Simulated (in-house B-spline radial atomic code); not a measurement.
Mn²⁺. Computed with a B-spline radial atomic code. Model: non-relativistic spherical atom: semilocal Troullier-Martins pseudo-atom, one channel per l, against all electrons, high spin, G0W0 and RPA with empty states to l = 8, local potential for every l without a channel, a model core (radius 0 = none) keeps its share of the functional.

What the tables leave out is listed at the end.

The pseudopotential gives back the lowest level of each angular momentum of its own functional in the configuration it was made in; a second state of the same l is only approximately right. Exact exchange, RPA and GW see the smooth pseudo-orbitals and miss the exchange with the core, for which the functional's share stands in. The column with an uncorrelated core keeps all orbitals and exact exchange, and so separates missing core correlation from pseudisation. Only the three outermost levels and the lowest empty one were computed. RPA here is direct RPA, with no exchange kernel, and its energies carry an (l + 1/2)⁻⁴ tail. A hybrid on a potential with a model core restores only its own semilocal share of the core's exchange.

Command:
```bash
python run_psgw.py task.json out
```
Settings (lengths in bohr, energies in hartree):
```
Z                      25
electrons              23
configuration          [Ar] 3d5
generated_in           [Ar] 3d5
functional             pbe,pbe
core_shells            5
radius_factor          0.8
core_correction        True
```

Time taken, with all properties: 23 s on 1 thread of Arm Neoverse N1 (shared host).

Given: made with PBE; model core radius 1.227 bohr; local radius 1.869 bohr; mean-field start PBE.

Valence shells of the generating configuration: 3d.

Channel: s 1.818, p 2.158, d 1.822 (radii in bohr).

Computed: largest level miss in the spin-unpolarised generating configuration 0 eV; valence RPA correlation energy pseudo -0.25507 hartree; all-electron RPA polarisability, core included 3.6265 bohr³; pseudo-atom RPA polarisability 3.8182 bohr³.

| level | occupied | mean-field all-electron (eV) | mean-field pseudo minus all (eV) | G0W0 all-electron (eV) | G0W0 uncorrelated core minus all (eV) | G0W0 pseudo minus all (eV) | exchange self-energy all-electron (eV) | exchange self-energy pseudo (eV) |
| --- | --- | --- | --- | --- | --- | --- | --- | --- |
| 3d up | 1 | -26.038 | -0.061 | -33.663 | 0.102 | 4.131 | -40.34 | -26.392 |

(1) What is the valence RPA correlation energy all-electron orbitals?

Given: mean-field start PBE0.

Computed: valence RPA correlation energy all-electron orbitals -0.15937 hartree; valence RPA correlation energy pseudo -0.24436 hartree; pseudo-atom RPA polarisability 3.8255 bohr³.

| level | occupied | mean-field all-electron (eV) | mean-field pseudo minus all (eV) | G0W0 all-electron (eV) | G0W0 uncorrelated core minus all (eV) | G0W0 pseudo minus all (eV) | exchange self-energy all-electron (eV) | exchange self-energy pseudo (eV) |
| --- | --- | --- | --- | --- | --- | --- | --- | --- |
| 3d up | 1 | -28.448 | 1.667 | -33.995 | 0.056 | 4.672 | -40.615 | -25.845 |
| 4s up (empty) | 0 | -18.474 | -0.283 | -15.632 | 0.226 | -0.728 | -3.4374 | -2.3515 |

(2) What is the all-electron RPA polarisability, core included?

Answers

(1) -0.17109 hartree.

(2) 3.0174 bohr³.

Among the listed levels the largest G0W0 shift of the pseudo-atom is +4.67 eV, for 3d up on the PBE0 start, while leaving the core uncorrelated moves that level by +0.06 eV. So pseudisation and the lost core exchange, not the missing core correlation, make the error. Not in the tables (levels of low weight, unsolved or above zero; the highest and the empty levels are kept at any weight): on PBE the G0W0 levels 3d down (pseudo minus all -10.40 eV, weights 0.93 and 0.56); no Hartree-Fock pseudo-atom is run with a model core.
